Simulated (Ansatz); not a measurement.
Ansatz (a program for electronic structure) input:

Ansatz 0.2 input:
```yaml
crystal:
  periodic: [false, false, false]
  atoms:
    - {symbol: F, position_ang: [-0.88124966, -1.26990316, -0.35124037]}
    - {symbol: As, position_ang: [0.00255775, -0.00276921, 0.28368688]}
    - {symbol: F, position_ang: [1.53857596, -0.12034645, -0.36183635]}
    - {symbol: F, position_ang: [-0.66670471, 1.40040338, -0.32710850]}
basis:
  gaussian:
    orbitals: aug-cc-pVDZ
total_charge: 1
magnetization: {spin_polarized: true, initial_magnetization: 1}
correlation: {method: ccsd_t, electrons: outside_noble_gas}
output: {forces: true}
```

### Question
Which total energy does the run end on?

### Answer
-2532.91666 Eh (CCSD(T)/aug-cc-pVDZ). The basis has 105 functions.
